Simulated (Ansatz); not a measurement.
The Bi1–H2 bond of BiClH2 (SMILES [Cl][BiH2]) is stretched (multiplicity 1, the rest rigid).
Geometry at rest (charge 0, multiplicity 1):
```xyz
4

Bi    -0.267    -0.214     0.228
H     -1.657     0.355    -0.769
H     -0.107    -1.656    -0.842
Cl     1.409     1.123    -1.016
```

Cores are frozen in the correlated methods. Filled d and f shells under p-block atoms count as core.

The values were computed with Ansatz (a first-principles code) with Gaussian orbitals.  In def2 rows elements past Kr take small-core potentials, without spin–orbit coupling.

Energies above the point at 1.802 Å (the B3LYP-D3(BJ) bond length), FIC-MRCISD+Q on CASSCF(2,2)/def2-TZVPP (kcal/mol): 5.72 at 1.622 Å; 3.58 at 1.983 Å; 60.97 at 5.767 Å.

Task: Take the last value as the depth D of a Morse curve D(1 − e^(−a(R − R₀)))², fit a and R₀ to the two near points, and test it at 2.433 and 3.154 Å.

Result: 
With D = 61.0, both near points (counted from the curve's value at 1.802 Å) are met by a = 1.51 Å⁻¹ and R₀ = 1.799 Å, so k = 2Da² = 279 kcal/(mol Å²). The curve then gives 23.2 and 46.3 kcal/mol; the level itself gives 25.0 and 51.3, so Morse is off by -1.8 and -5.1.
